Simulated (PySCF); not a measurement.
Electron correlation in Co¹³⁺ (cobalt, charge +13)

[Ne] 3s2 3p2, high-spin 3P determinant. Calculation: PySCF 2.14, in an even-tempered Gaussian basis (19 s from 0.81 bohr⁻², ratio 2.5; 12 p from 1.1 bohr⁻², ratio 2.5; 5 d from 5.6 bohr⁻², ratio 2.7; 4 f from 8.5 bohr⁻², ratio 2.7); scalar relativity by spin-free X2C-1e. Frozen: 1s2; 12 electrons correlated; the 22 highest virtual orbitals of each spin left out.

```tsv
level	correlation energy (mhartree)
CCSD	-464.20
(T)	-2.58
CCSD(T)	-466.78
```

Diagnostics: T1 = 0.0021, D1 = 0.0088, largest double amplitude 0.084.

Cost of the coupled-cluster step: roughly 23 core-seconds, for 12 correlated electrons.

Iterations:

```
CC2 = 0
CCSD nocc = (np.int64(7), np.int64(5)), nmo = (85, 85)
frozen orbitals [[0, 86, 87, 88, 89, 90, 91, 92, 93, 94, 95, 96, 97, 98, 99, 100, 101, 102, 103, 104, 105, 106, 107], [0, 86, 87, 88, 89, 90, 91, 92, 93, 94, 95, 96, 97, 98, 99, 100, 101, 102, 103, 104, 105, 106, 107]]
max_cycle = 100
direct = 0
conv_tol = 1e-08
conv_tol_normt = 1e-06
diis_space = 8
diis_start_cycle = 0
Init t2, MP2 energy = -0.442618331866185
Init E_corr(UCCSD) = -0.442618331866967
cycle = 1  E_corr(UCCSD) = -0.457667619371462  dE = -0.0150492875  norm(t1,t2) = 0.0254847
cycle = 2  E_corr(UCCSD) = -0.462083624804402  dE = -0.00441600543  norm(t1,t2) = 0.00890461
cycle = 3  E_corr(UCCSD) = -0.464231767525478  dE = -0.00214814272  norm(t1,t2) = 0.00339018
cycle = 4  E_corr(UCCSD) = -0.464201003433154  dE = 3.07640923e-05  norm(t1,t2) = 0.000309807
cycle = 5  E_corr(UCCSD) = -0.464202409516367  dE = -1.40608321e-06  norm(t1,t2) = 2.20268e-05
cycle = 6  E_corr(UCCSD) = -0.464202470789747  dE = -6.12733795e-08  norm(t1,t2) = 2.65036e-06
cycle = 7  E_corr(UCCSD) = -0.46420238888074  dE = 8.19090072e-08  norm(t1,t2) = 3.68925e-07
cycle = 8  E_corr(UCCSD) = -0.464202399563424  dE = -1.06826842e-08  norm(t1,t2) = 5.24317e-08
cycle = 9  E_corr(UCCSD) = -0.464202398456831  dE = 1.10659243e-09  norm(t1,t2) = 5.72524e-09
UCCSD converged
E(UCCSD) = -1317.359874158152  E_corr = -0.4642023984568314
UCCSD(T) correction = -0.0025836036543361
```
